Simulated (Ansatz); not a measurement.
Two isomers of C2H6AlNOSi: A = `OC1=NC[SiH]1[AlH2]`, B = `O=[CH][Al]1[NH][CH]1[SiH3]`.

Isolated molecules relaxed with PBE0-D4/def2-TZVP in Ansatz; ΔE leaves out vibrations. CCSD(T)/CBS is the MP2 limit (def2-TZVPP, def2-QZVPP) plus CCSD(T) − MP2 in def2-TZVPP, frozen cores. Functionals use def2-TZVPP. B3LYP here is the variant with VWN-RPA as its local correlation; programs differ in this. One conformer a species, not always the lowest.

A:

Z-matrix (Å, degrees):
```
C
Si 1 1.910
N 1 1.485 2 89.5
H 1 1.092 2 116.6 3 -113.8
H 1 1.092 2 118.2 3 114.3
Al 2 2.462 1 122.1 3 -109.4
C 2 1.885 1 69.9 3 1.6
H 2 1.496 1 115.8 3 109.3
H 6 1.587 2 120.1 1 139.0
H 6 1.588 2 120.2 1 -40.0
O 7 1.330 2 138.5 1 -179.4
H 11 0.970 7 107.3 2 178.0
```

B:

```xyz
12

O    -1.367    3.416   -1.094
C    -1.231    2.825   -0.050
Al   -0.727    0.875   -0.159
N    -1.223   -0.739    0.160
C     0.081   -0.813   -0.620
Si    1.570   -1.422    0.302
H    -1.402    3.370    0.908
H    -1.688   -1.581    0.449
H    -0.019   -1.187   -1.644
H     1.755   -0.599    1.536
H     2.799   -1.301   -0.532
H     1.452   -2.845    0.745
```

**Question.** Which is lower in electronic energy at CCSD(T)/CBS, and by how much? (Best estimate.)

**Answer.** Computed: A, by 40.6 kJ/mol.

**Question.** Give E(B) − E(A) in kJ/mol with PBE0-D4, CCSD(T)/def2-TZVPP, CCSD/def2-TZVPP, B3LYP-D4, B3LYP, B2PLYP, HF/def2-TZVPP. (Best estimate.)

**Answer.** Computed: PBE0-D4 59.8, CCSD(T)/def2-TZVPP 42.3, CCSD/def2-TZVPP 42.1, B3LYP-D4 37.4, B3LYP 34.2, B2PLYP 33.5, HF/def2-TZVPP 49.6. None reverses the order clearly.

Largest T1 diagnostic: 0.016.

In def2-TZVPP, CCSD(T) changes the Hartree–Fock value by −7.3 kJ/mol (the triples alone add +0.2 kJ/mol) and MP2 by −13.7 kJ/mol. From PBE to PBE0 (25 % exact exchange), in def2-TZVPP and without D4, E(B) − E(A) moves by +8.0 kJ/mol.
